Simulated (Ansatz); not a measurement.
```yaml
crystal:
  periodic: [false, false, false]
  atoms:
    - {symbol: N, position_ang: [1.985595, -0.574503, 2.092341]}
    - {symbol: C, position_ang: [1.275009, -0.095093, 1.322614]}
    - {symbol: Si, position_ang: [0.121842, 0.626272, 0.068923]}
    - {symbol: P, position_ang: [-1.376474, -0.971536, -0.431195]}
    - {symbol: H, position_ang: [0.965818, 1.088962, -1.057142]}
    - {symbol: H, position_ang: [-0.556223, 1.774411, 0.713735]}
    - {symbol: H, position_ang: [-0.448108, -1.686508, -1.234591]}
    - {symbol: H, position_ang: [-1.875359, -0.219204, -1.530487]}
basis:
  gaussian: {orbitals: aug-cc-pVDZ, fitting: {mean_field: def2-universal-jkfit}}
magnetization: {spin_polarized: true, initial_magnetization: 8}
hamiltonian: {xc: {name: B2PLYP}}
output: {forces: true}
```

```sh
$ ansatz run in.yaml --threads 2 --pin off --events-out ev --progress --plain --max-ram 4352MiB
```

It prints (some lines left out):

```
Functional definition: B2PLYP
  name "B2PLYP"
  cite "Grimme, J. Chem. Phys. 124, 034108 (2006) doi:10.1063/1.2148954"
  cite "Becke, Phys. Rev. A 38, 3098 (1988) doi:10.1103/PhysRevA.38.3098"
  cite "Lee, Yang & Parr, Phys. Rev. B 37, 785 (1988) doi:10.1103/PhysRevB.37.785"
  parameter a = 0.53
  parameter c = 0.27
  exchange = (1 - a)*b88_x + a*exact_x
  correlation = (1 - c)*lyp_c + c*(mp2_os + mp2_ss)
480 factors; integrals over basis functions are off by at most 3.7e-1 eV
mean field evaluation 1: about -19698.8121 eV, gradient 5.1e1 eV
mean field evaluation 2: about -19698.8121 eV, gradient 5.1e1 eV
mean field evaluation 4: about -19710.5129 eV, gradient 3.3e1 eV
mean field evaluation 8: about -19718.8588 eV, gradient 2.1e0 eV
mean field evaluation 16: about -19720.1789 eV, gradient 6.8e-2 eV
mean field evaluation 32: about -19720.1693 eV, gradient 7.2e-1 eV
mean field -19720.17936656 eV, -724.7032249034 hartree, gradient 2.2e-6 eV, S^2 20.028725; 6 other end points of the search recorded, 0 dependent functions left out
12 core orbitals not correlated: weight in the atoms' cores, before any rotation towards them, 1.000 or more for the frozen orbitals, at most 0.000 for the correlated occupied ones
reference -19720.17954773 eV, -724.7032315612 hartree; 15, 7 occupied and 109, 117 virtual orbitals, 480 factors
second order -12.79385456 eV of doubles, -0.00000000 eV of singles
the calculation of the forces begins
Total energy: -19723.63388846 eV, -724.8301762416 hartree
Atom 0 at     1.985595    -0.574503     2.092341 Å, force    19.206705   -12.996674    20.904062 eV/Å
Atom 1 at     1.275009    -0.095093     1.322614 Å, force   -19.987798    13.188881   -21.718950 eV/Å
Atom 2 at     0.121842     0.626272     0.068923 Å, force     4.089531     1.730837     2.065202 eV/Å
Atom 3 at    -1.376474    -0.971536    -0.431195 Å, force    -5.254144    -2.107935     2.460506 eV/Å
Atom 4 at     0.965818     1.088962    -1.057142 Å, force     0.517403     0.345153    -0.887074 eV/Å
Atom 5 at    -0.556223     1.774411     0.713735 Å, force    -0.814611     0.533743     0.185264 eV/Å
Atom 6 at    -0.448108    -1.686508    -1.234591 Å, force     3.206833    -2.106946    -1.875713 eV/Å
Atom 7 at    -1.875359    -0.219204    -1.530487 Å, force    -0.963918     1.412940    -1.133296 eV/Å
Dipole moment:    -0.012053     0.171749    -0.008017 e Å
```

Problem. What is wrong with this run?

Solution. The spin is set far too high for this molecule. The run converged. The result belongs to that input, not to the molecule as meant.
